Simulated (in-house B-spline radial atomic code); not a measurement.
Computed with a B-spline radial atomic code. Model: two electrons, singlet ground state, non-relativistic, full CI in B-splines with partial waves to l = 8 (at full coupling up to 3e-4 hartree above the limit, correlation up to 0.6 % small), density held at that of full coupling by Lieb maximisation.

Along the adiabatic connection the electron repulsion is scaled by a coupling λ while a local potential keeps the density fixed. At λ = 0 the system is the Kohn-Sham one and W equals the exchange energy; the exchange-correlation energy is the area under W between 0 and 1. The kinetic energy rises with λ as the electrons avoid each other, with dT/dλ = −λ dW/dλ.

Command:
```bash
python run_ac.py task.json out
```
Settings (lengths in bohr, energies in hartree):
```
potential              coulomb
strength               1.5
lmax                   8
wall_radius            0.7
```

Time taken, with all properties: 1.1 s on 1 thread of Intel(R) Xeon(R) Processor @ 2.30GHz, on a shared host.

**W = mean repulsion less Hartree energy, and W of three functionals.**

Given: confinement point charge; nuclear charge 1.5; hard wall radius 0.7 bohr; external potential -Z/r.

Computed: LDA exchange minus exact 379.66 millihartree; PBE exchange minus exact 121.58 millihartree.

```csv
coupling,W xc (hartree),W xc minus exchange (millihartree),kinetic minus Kohn-Sham (millihartree),LDA (PW92) W minus its exchange (millihartree),PBE W minus its exchange (millihartree),SCAN W minus its exchange (millihartree)
0,-2.6973,0,0,0,0,0
0.02,-2.6994,-2.061,0,-14.45,-3.28,-1.95
0.05,?,?,?,?,?,?
0.12,-2.7096,-12.26,0.7,-60.76,-19.36,-11.46
0.25,-2.7225,-25.241,3.1,-105.42,-39.4,-23.44
0.4,?,?,?,?,?,?
0.6,-2.756,-58.696,17.3,-195.74,-88.83,-54.03
0.8,-2.7742,-76.885,30,-237.31,-114.6,-70.59
1,-2.7917,-94.435,45.8,-274.42,-138.86,-86.57
1.4,-2.825,-127.73,85.7,-339.12,-183.6,-116.96
2,-2.8708,-173.53,163.3,-419.97,-243.08,-159.08
3,-2.9377,-240.36,329.4,-527.65,-327.15,-221.59
4.5,-3.02,-322.74,636,-651.18,-428.84,-301.13
7,-3.1235,-426.19,1223.6,-800.27,-557.15,-406.13
10,-3.2118,-514.49,1966.6,-927.3,-670.04,-501.13
```

Q: What belongs in the row 0.05?

A: W xc (hartree): -2.7024; W xc minus exchange (millihartree): -5.141; kinetic minus Kohn-Sham (millihartree): 0.1; LDA (PW92) W minus its exchange (millihartree): -30.54; PBE W minus its exchange (millihartree): -8.16; SCAN W minus its exchange (millihartree): -4.84.

Q: What belongs in the row 0.4?

A: W xc (hartree): -2.7371; W xc minus exchange (millihartree): -39.84; kinetic minus Kohn-Sham (millihartree): 7.9; LDA (PW92) W minus its exchange (millihartree): -147.81; PBE W minus its exchange (millihartree): -61.33; SCAN W minus its exchange (millihartree): -36.82.

Q: What is the SCAN exchange minus exact?

A: -5.4753 millihartree.

**Energy parts, natural occupations and partial-wave weights.**

Computed: total energy 11.8068 hartree; correlation energy -0.048642 hartree; kinetic part of the DFT correlation energy 0.045793 hartree; initial slope twice GL2 -0.10321 hartree; kinetic part over minus potential part 0.48492; Hartree energy 5.3946 hartree; Kohn-Sham kinetic 20.571 hartree.

| natural | occupation of the shell (electrons) |
| --- | --- |
| s | 1.9971 |
| p | 0.0026391 |
| d | 0.00013015 |
| s | ? |
| p | 2.0328e-05 |
| f | 1.7781e-05 |

Q: What belongs in the row s?

A: occupation of the shell (electrons): 0.00012346.

```tsv
wave	weight
s	0.99859
p	0.0013303
d	6.7541e-05
f	?
g	2.2433e-06
```

Q: What belongs in the row f?

A: weight: 9.5961e-06.

Q: What is the Lieb Oxford ratio E_xc over LDA exchange?

A: 1.1848.

Q: What is the exchange energy?

A: -2.6973 hartree.

Half-way to full coupling W has made 52 % of its drop, against 50 % for a straight line, and second-order (GL2) theory, half the initial slope, overshoots the correlation energy by about 6 %: correlation is weak here. Over couplings 0 to 1 the errors in E_xc come to about +266 millihartree for LDA, +97 millihartree for PBE, -1.6 millihartree for SCAN, so SCAN is nearest. In LDA and PBE and SCAN the errors of exchange and correlation have opposite signs, so the sum is smaller than the larger of the two.
